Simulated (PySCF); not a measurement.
B(H)2(NCO) (CH₂BNO), SMILES BN=C=O. Heavy atoms are numbered as in [BH2:1][N:4]=[C:5]=[O:6]. Hydrogens are named by the atom that carries them.

The structure is a stationary point at B3LYP-D3(BJ)/def2-SVP.

Computed with CAM-B3LYP/def2-TZVPD run with PySCF.

Mulliken values depend strongly on the basis, most of all with diffuse functions as here. ESP charges are fitted to the potential on shells at 1.4 to 2.0 van der Waals radii. Atomic charges (e), one atom of each kind:

```csv
atom,Mulliken,ESP fit,IAO
B1 (BH2),0.03,0.36,0.12
H on B1,0.00,-0.10,0.01
N4,-0.04,-0.38,-0.34
C5,0.38,0.58,0.57
O6,-0.36,-0.36,-0.36
```
